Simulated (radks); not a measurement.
The numbers below are computed, except where a source is named.
Spherical quantum dot in the effective-mass picture: electrons in a parabolic well V = omega^2 r^2 / 2 with omega = 3.42, all in effective atomic units (hartree* = m*/eps^2 hartree, bohr* = eps/m* bohr), one dielectric constant everywhere. Level of theory: non-relativistic Kohn-Sham, PBEsol, spin-polarised, spherical densities (a radial shooting solver with Libxc functionals). Levels are named by radial order and angular momentum (1s, 1p, 1d, 2s, ...), and open shells are averaged over m.

N = 3, configuration 1s2 1p(up 1, down 0). This is the lowest configuration that the search found. Occupied and some empty levels:

level    occupation  eigenvalue (hartree*)  <r> (bohr*)
1s up             1                 8.0910       0.6492
1s down           1                 8.2220       0.6453
1p up             1                 11.129       0.8468
1p down           0                 11.292       0.8470
1d up             0                 14.296        1.004
1d down           0                 14.455        1.007
2s up             0                 14.504       0.9330
2s down           0                 14.601       0.9369
1f up             0                 17.537        1.140
1f down           0                 17.675        1.144

Energy (hartree*): total 22.4284, kinetic 8.5506, external 10.357, Hartree 5.6584, exchange-correlation -2.1376.
